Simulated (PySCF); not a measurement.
A GIAO shielding run with PySCF (density fitting, non-relativistic, gas phase) on SMILES CC#C[Si@@H](S)C(F)(F)F, C4H5F3SSi:

```
$ OMP_NUM_THREADS=1 python probes_run.py task.json out

{"job": {"kind": "nmr", "xc": "PBE0", "basis": "pcSseg-1"}, "charge": 0, "multiplicity": 1}
C     -3.149086    -0.075561     0.233078
C     -1.767317     0.025871    -0.152521
C     -0.604997     0.098042    -0.474247
Si     1.162858     0.259734    -0.929095
S      1.902736     2.260570    -0.713750
C      2.084566    -0.818702     0.409736
F      1.548294    -2.047012     0.530563
F      3.388251    -1.005921     0.122473
F      2.053236    -0.272063     1.645713
H     -3.425740     0.782949     0.844292
H     -3.780307    -0.099213    -0.654515
H     -3.306643    -0.988431     0.806365
H      1.560268    -0.260891    -2.225090
H      2.333202     2.140157     0.534833
```

Hardware: 1 thread of an Arm Neoverse N1, shared host. The job also computes population analyses, field gradients.

Task: How large is the calculation?

Result: 86 electrons, 192 basis functions and 1043 auxiliary functions.

Task: How long does it take, and how much memory does it need?

Result: 51 s of wall time, with 14 SCF cycles and 5 response iterations; peak memory 0.78 GiB. Times on a shared host scatter by some tens of per cent.
